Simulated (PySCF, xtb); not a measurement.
iodoethane (C2H5I), SMILES CCI.

Harmonic wavenumbers (cm⁻¹) from GFN2-xTB (xtb 6.7.1) at its own minimum, in rising order: 247, 263, 540, 779, 1016, 1028, 1088, 1229, 1247, 1413, 1450, 1488, 1493, 3013, 3013, 3018, 3036, 3040.

### Question
What does PBE0-D3(BJ)/def2-SVP (PySCF) give at its own minimum? (An estimate is asked for; the answer gives what the named calculation found.)

### Answer
261, 264, 517, 746, 976, 988, 1088, 1228, 1245, 1390, 1455, 1457, 1470, 3054, 3123, 3147, 3169, 3203. Paired by order, the mean absolute difference is 45 cm⁻¹ and the zero-point energies are 40.6 and 41.1 kcal/mol.
